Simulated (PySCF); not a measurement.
Species: C2H6O2Si.
Numbering: `[CH2:1]1[CH2:2][O:3][SiH2:4][O:5]1` (hydrogens: H6, H7 on C1; H8, H9 on C2; H10, H11 on Si4)

Level of theory: PBE0-D3(BJ)/def2-SVP geometry optimisation, gas phase in PySCF.

Question: List the bond lengths, angles and torsions at this level.

Answer: 
| bond | length (Å) | order |
| --- | --- | --- |
| C1–C2 | 1.535 | single |
| O3–Si4, Si4–O5 | 1.676 | single |
| C1–O5, C2–O3 | 1.416 | single |
| C1–H6 and 3 like bonds | 1.104 | single |
| Si4–H10, Si4–H11 | 1.488 | single |

Bonds in one row agree within 0.01 Å and their mean is given. Orders are formal, as drawn. A selection of angles:
| angle | degrees |
| --- | --- |
| C2–C1–O5 | 107.2 |
| C2–C1–H6 | 110.5 |
| C2–C1–H7 | 111.7 |
| O5–C1–H6 | 110.0 |
| H6–C1–H7 | 108.0 |
| C2–O3–Si4 | 109.2 |
| O3–Si4–O5 | 96.8 |
| O3–Si4–H10 | 110.1 |
| O3–Si4–H11 | 114.5 |
| H10–Si4–H11 | 110.5 |

Dihedral angles: O5–C1–C2–O3 -35° (synclinal); C1–C2–O3–Si4 26° (synperiplanar); C2–O3–Si4–O5 -10° (synperiplanar); O3–Si4–O5–C1 -11° (synperiplanar); C2–C1–O5–Si4 27° (synperiplanar). The mirror-image conformer, all signs reversed, is as good.

O3 (silyl ether oxygen) is bent (angle 109.2°). The 5-membered ring C1–C2–O3–Si4–O5 has internal angles of 96.8° to 109.2°; it is puckered, 0.13 Å rms from its mean plane, widest ring torsion 35°. Si4 (oxygen-bound silicon) has angles from 96.8° to 114.5°.

Point group: C2 (every atom within 0.08 Å of its image). No PBE0-D3(BJ)/def2-SVP frequencies stand behind this structure, so it isn't proved a minimum. The numbers are those of one conformer.
